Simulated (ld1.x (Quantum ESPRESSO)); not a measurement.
# Scattering properties, TM potential for cerium (Ce)

| Item | Value |
| --- | --- |
| Element | cerium |
| Generator | ld1.x (Quantum ESPRESSO) 7.5 |
| Type | norm-conserving Troullier–Martins (Kleinman–Bylander form) |
| Functional | PBE |
| Relativity | scalar-relativistic |
| Frozen core | [Xe] |
| Valence charge | 4 |
| Reference configuration | 4f1 5d1 6s1.5 6p0 (charge +0.5) |
| Partial waves | 6s (bound): rc 2.80 bohr; 6p (bound, empty): rc 3.80 bohr; 5d (bound): rc 3.40 bohr; 4f (bound): rc 0.95 bohr |
| Local potential | all-electron potential smoothed inside 0.95 bohr (lloc = -1) |
| Core correction | none |

The phase is arctan(r·u′/u) with u = r·R(r), unwrapped; energies in Ry, scanned from -3 to 5 Ry. A pole is an energy at which the radial function vanishes at the test radius. The pseudo phase is shifted by a multiple of π to meet the all-electron one at the reference energy, and phase errors are pseudo minus all-electron; the curves can meet again beyond the range given. Levels narrower than the energy grid can be missing from the lists of poles.

For each channel, where are the poles, and over which energies does the pseudopotential scatter like the atom?

```tsv
channel	radius (bohr)	reference energy (Ry)	poles, all-electron	poles, pseudo	unbroken range about the reference energy with phases within 0.05 rad	phase error 1 Ry above the reference energy (rad)
s	4.09	-0.44	0.40, 4.22	0.26, 1.37	below 0.3	-0.147
p	4.09	-0.24	-1.89, 1.09	-2.11, 0.86, 3.56	-1.8 to 0.8	-0.045
d	4.09	-0.42	-0.21, 2.42	-0.22, -0.10, 2.52	below -0.2	-3.089
f	4.09	-0.60	-0.59, 1.49, 4.43	-0.59, 1.49, 4.45	below 2.7	+0.001
```

Note: ghost states, extra bound levels that the all-electron valence spectrum of the same l lacks: s at -400.5 eV, p at -293.0 eV, s at -89.2 eV, p at -28.9 eV, d at -1.66 eV. A true bound ghost makes a file unfit for plane-wave use.

Phases in the d channel:

```
E (Ry)  all-electron   pseudo
 -3.00         1.421    1.421
 -2.76         1.414    1.414
 -2.52         1.405    1.405
 -2.28         1.395    1.395
 -2.04         1.383    1.383
 -1.80         1.367    1.367
 -1.56         1.347    1.346
 -1.32         1.317    1.317
 -1.08         1.269    1.269
 -0.84         1.170    1.169
 -0.60         0.749    0.746
 -0.36        -1.312   -1.313
 -0.12        -1.649   -3.679
  0.12        -1.777   -4.900
  0.36        -1.907   -5.023
  0.60        -2.141   -5.226
  0.84        -2.826   -5.772
  1.08        -3.948   -6.925
  1.32        -4.363   -7.448
  1.56        -4.520   -7.632
  1.80        -4.602   -7.724
  2.04        -4.654   -7.780
  2.28        -4.694   -7.821
  2.52        -4.726   -7.854
  2.76        -4.756   -7.883
  3.00        -4.787   -7.912
  3.24        -4.823   -7.942
  3.48        -4.870   -7.980
  3.72        -4.942   -8.031
  3.96        -5.084   -8.116
  4.20        -5.503   -8.296
  4.44        -6.802   -8.905
  4.68        -7.430  -10.200
  4.92        -7.612  -10.633
```
